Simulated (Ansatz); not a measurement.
Coupled-cluster diagnostics for TaSi₆⁺, Ansatz.

Geometry of the singlet (PBE-D4/def2-SVP):

Cartesian coordinates in Å:
```
Ta -0.279 1.719 -0.685
Si -2.180 0.121 -0.323
Si 0.181 -0.238 -2.187
Si -0.302 0.656 1.544
Si 1.667 0.356 -0.010
Si 1.189 -1.332 1.763
Si -0.276 -1.283 -0.102
```

In the def2 sets Ta takes a core potential; there is no spin–orbit coupling. Correlated methods freeze 30 core orbitals; core or outer-core shells of Ta are correlated, in sets that lack core-valence functions. No other spin state of charge 1 was run. The structure comes from a short search, and lower isomers may exist.

**Question.** Estimate the CCSD(T) correlation energy, the shares of MP2 and (T), T1 and the reference's ⟨S²⟩ for: charge 1, singlet, own geometry in def2-SVP; and the rough time on 4 threads of Arm Neoverse V2 on a shared host.

**Answer.** 
```csv
state,basis,correlation (eV),MP2 share (%),(T) share (%),T1,⟨S²⟩ (pure),wall time,remarks
"charge 1, singlet, own geometry",def2-SVP,-25.569,97.8,8.6,0.036,0.00 (0.00),19 s,restricted SCF unstable
```
Customary marks for T1 are 0.02 (closed shells), 0.045 (open shells) and about 0.05 (3d metals). T1 exceeds 0.02 in 1 of 1 rows and 0.045 in 0; the higher it lies, the less the single-reference result can be trusted.
